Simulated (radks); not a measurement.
Initial-state core-level shifts of the sulfur ion S2+ when its valence configuration changes from [Ne] 3s2 3p2. All-electron calculation, non-relativistic Kohn-Sham, TPSS, spin-polarised, spherical densities, point nucleus; open shells are filled with parallel spins first; meta-GGA in the generalised Kohn-Sham scheme. Program: a radial shooting solver on a logarithmic mesh with Libxc functionals. Shifts are changes of the shell-averaged eigenvalues in eV (positive: less bound); the change of the density at the nucleus, which sets a Mossbauer isomer shift, is in e/bohr^3, on a base of 2676.

| valence | 1s | 2s | 2p | density at nucleus |
|---|---|---|---|---|
| 3s1.5 3p2.5 | -0.326 | -0.358 | -0.352 | -4.9882 |
| 3s1 3p3 | -0.506 | -0.575 | -0.567 | -9.9468 |
| 3s0.5 3p3.5 | -1.621 | -1.632 | -1.619 | -15.1332 |
| 3p4 | -2.592 | -2.551 | -2.534 | -20.2808 |
